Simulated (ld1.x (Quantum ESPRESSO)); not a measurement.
phosphorus (P): one change to a TM potential, before and after

ld1.x (Quantum ESPRESSO) 7.5 input, shortened:

```
&input
   title='P', zed=15., rel=1, dft='PBESOL', iswitch=3,
   config='[Ne] 3s2 3p3'
 /
 &inputp
   pseudotype=2, tm=.true., lloc=-1, rcloc=1.50,
   nlcc=.true., new_core_ps=.true.
 /
2
3S  1  0   2.00   0.00  1.70  1.70  0.0
3P  2  1   3.00   0.00  1.55  1.55  0.0
 &test
   configts(1)='3s2 3p3'
 /
```

Change: wave 3s (bound): rc 1.70 bohr becomes 3s (bound): rc 1.66 bohr.

Cutoffs: the cutoffs (Ry, on a coarse ladder) from which the occupation-weighted sum of valence levels, in a spherical-Bessel basis at the reference potential, stays within 10 and 1 mRy of its value at 400 Ry; they do not see the model core or the augmentation charge, which bear on the density cutoff. Errors are all-electron minus pseudo energies relative to the spin-unpolarised reference configuration.

Task: How do hardness, ghosts and transferability respond?

Result: The potential gets neither clearly harder nor softer (18 Ry and 45 Ry → 18 Ry and 50 Ry); of the 7 tests that both files solve, the error grows in 0 and shrinks in 2 by more than 15 % and 0.3 meV (median size 4.1 → 4.0 meV); neither file shows a bound ghost.

```tsv
quantity	base	changed
cutoff, loose	18 Ry	18 Ry
cutoff, tight	45 Ry	50 Ry
loose cutoff by channel (10 mRy a level)	s 15 Ry, p 8 Ry	s 18 Ry, p 8 Ry
bound ghosts	none	none
error for 3s2 3p2, meV [ΔE 9.70 eV]	+4.1	+4.0
error for 3s2 3p1, meV [ΔE 28.81 eV]	+29	+28
error for 3s2 3p0, meV [ΔE 58.52 eV]	+97	+94
error for 3s2 3p2.5, meV [ΔE 3.76 eV]	+0.6	+0.6
error for 3s1 3p4, meV [ΔE 8.51 eV]	-1.7	-1.2
error for 3s2 3p3.3, meV [ΔE -1.30 eV]	+0.3	+0.3
error for 3s0 3p5, meV [ΔE 17.15 eV]	-7.5	-5.1
```
